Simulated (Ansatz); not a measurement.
Reaction (substitution at a C–Se bond): `C=C/N=C\[SeH]` + `O[SiH3]` → `C=C/N=C/O[SiH3]` + H₂Se

Program: Ansatz. Geometries: PBE0-D4/def2-TZVP. ΔE: electronic, gas phase. CBS: MP2 limit from def2 TZ/QZ plus the TZ coupled-cluster correction, frozen cores. Double bonds are as drawn, so ΔE can hold a change between cis and trans. Functionals use def2-TZVPP. For Se outer-core shells are correlated without core-valence functions, which leaves a few kJ/mol of doubt a bond. Scalar relativity is left out up to krypton. Each species was taken in one conformer, which may not be the lowest.

```
          species  ωB97X-V energy (Eh)
  `C=C/N=C\[SeH]`          -2573.37124
        `O[SiH3]`           -367.12562
`C=C/N=C/O[SiH3]`           -537.97909
             H₂Se          -2402.52733
```

(1) Work out ΔE.

Largest T1 diagnostic among the species: 0.014.

Answers

(1) ΔE = (-537.97909) + (-2402.52733) − (-2573.37124) − (-367.12562) = -0.00956 Eh = -6.0 kcal/mol. CCSD(T)/CBS gives -2.9 kcal/mol.

In def2-TZVPP, CCSD(T) changes the Hartree–Fock value by +5.7 kcal/mol (the triples alone add +0.7 kcal/mol) and MP2 by +7.8 kcal/mol. From PBE to PBE0 (25 % exact exchange), in def2-TZVPP and without D4, ΔE moves by −1.5 kcal/mol.
